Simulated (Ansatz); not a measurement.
Computed with Ansatz on PBE0-D4/def2-TZVP structures; ΔE is electronic, products minus reactants. CCSD(T)/CBS adds triple-zeta CCSD(T) − MP2 to the extrapolated MP2 energy (def2 sets, frozen cores). This one scheme is used for every species. DFT in def2-TZVPP. For Ga outer-core shells are correlated without core-valence functions, which leaves a few kJ/mol of doubt a bond. Scalar relativity is left out up to krypton. Each species was taken in one conformer, which may not be the lowest.

Reaction (ligand exchange at a Ga–S bond): `[CH3][GaH][SH]` + `SS` → `[CH3][GaH][S]S` + H₂S

Task: Is it downhill or uphill in electronic energy at CCSD(T)/CBS, and by how much? (Estimate.)

Result: The calculation gave: Uphill: ΔE = +2.9 kJ/mol.

Task: What do these levels give: PBE-D4, CCSD(T)/def2-TZVPP, HF/def2-QZVPP, MP2/def2-QZVPP, HF/CBS(def2), MP2/CBS(def2)? (Best estimate.)

Result: Ansatz gave: PBE-D4 2.5, CCSD(T)/def2-TZVPP 3.9, HF/def2-QZVPP 11.9, MP2/def2-QZVPP 2.4, HF/CBS(def2) 12.0, MP2/CBS(def2) 1.9 kJ/mol.

Largest T1 diagnostic among the species: 0.013.

The D4 term adds −6.1 kJ/mol with B3LYP and −3.5 kJ/mol with PBE0; it sums over pairs of atoms, weighted by their polarisabilities, and B3LYP, whose exchange is more repulsive, gets the larger term. In def2-TZVPP, CCSD(T) changes the Hartree–Fock value by −7.5 kJ/mol (the triples alone add −1.7 kJ/mol) and MP2 by −8.6 kJ/mol.

B3LYP here is the variant with VWN-RPA as its local correlation; programs differ in this.
